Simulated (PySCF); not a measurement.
Excitations are Tamm–Dancoff values on a coarser integration grid. The basis has no diffuse functions, so Rydberg states are missing or too high.

C3H4O2, SMILES `CC(=O)C=O` (O–C–C–O torsion 180°) (charge 0, multiplicity 1)

All values below come from PBE-D3(BJ)/def2-TZVP run with PySCF 2.14.0.

The HOMO comes out as -5.95 eV, the dipole moment is 1.10 D and the LUMO comes out as -3.92 eV. The HOMO–LUMO gap is 2.03 eV and the S1 excitation (TDA) is 2.27 eV. The S1 oscillator strength is 0.000 and the T1 excitation (TDA) comes out as 1.70 eV. The S1–T1 gap (TDA) is 0.57 eV. The total energy comes out as -266.9587 Ha and the cost is around 90 core-seconds (rough).

```xyz
9

C     -1.1509     0.1520    -0.1770
C      0.0884    -0.2423     0.5697
O      0.1164    -0.6830     1.7064
C      1.4337    -0.0762    -0.1632
O      1.5346     0.3482    -1.2933
H     -1.0807     1.2063    -0.4864
H     -1.2228    -0.4278    -1.1104
H     -2.0368    -0.0088     0.4458
H      2.3094    -0.3898     0.4590
```
